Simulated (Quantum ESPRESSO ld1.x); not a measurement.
Results of a calculation; reference values are marked as such.
Task: Bi III, configuration [Hg] 6p1 (the NIST ground configuration). Code: ld1.x of Quantum ESPRESSO 7.5. Model: scalar-relativistic Kohn-Sham, LDA (Slater exchange, Perdew-Wang correlation), spin-polarised, spherical densities, point nucleus; open shells are filled with parallel spins first. Some entries of the table are withheld. Estimate them.

| orbital | occ. | eigenvalue (eV) | <r^2> (bohr^2) |
|---|---|---|---|
| 1s up | 1 | -90635.9 | 0.0003463 |
| 1s down | 1 | -90635.9 | 0.0003463 |
| 2s up | 1 | -16300.5 | 0.005246 |
| 2s down | 1 | -16300.5 | 0.005246 |
| 2p up | 3 | -13948.8 | 0.004488 |
| 2p down | 3 | -13948.8 | 0.004488 |
| 3s up | 1 | -3947.84 | 0.03373 |
| 3s down | 1 | -3947.83 | 0.03373 |
| 3p up | 3 | -3276.21 | 0.03505 |
| 3p down | 3 | -3276.20 | 0.03505 |
| 3d up | 5 | -2601.40 | 0.02903 |
| 3d down | 5 | -2601.39 | 0.02903 |
| 4s up | 1 | -919.002 | 0.1606 |
| 4s down | 1 | -918.984 | 0.1606 |
| 4p up | 3 | -698.941 | 0.1844 |
| 4p down | 3 | -698.922 | 0.1844 |
| 4d up | 5 | -447.611 | 0.2062 |
| 4d down | 5 | -447.590 | 0.2061 |
| 5s up | 1 | -175.707 | 0.7715 |
| 5s down | 1 | -175.660 | 0.7714 |
| 4f up | 7 | -170.659 | 0.2322 |
| 4f down | 7 | -170.636 | 0.2322 |
| 5p up | 3 | -113.629 | 1.012 |
| 5p down | 3 | -113.572 | 1.011 |
| 5d up | 5 | -44.7799 | 1.745 |
| 5d down | 5 | -44.6252 | 1.731 |
| 6s up | 1 | -31.3946 | 4.790 |
| 6s down | 1 | -30.7800 | 4.751 |
| 6p up | 1 | (1) | 7.592 |
| 6p down | 0 | (2) | 7.636 |
| 7s up | 0 | (3) | 24.02 |
| 7s down | 0 | (4) | 24.97 |
| 5f up | 0 | -4.9418 | 30.28 |
| 5f down | 0 | -4.6140 | 35.80 |

Result: 
(1) 6p up eigenvalue (eV): -19.8655
(2) 6p down eigenvalue (eV): -19.1357
(3) 7s up eigenvalue (eV): -10.0737
(4) 7s down eigenvalue (eV): -9.7553
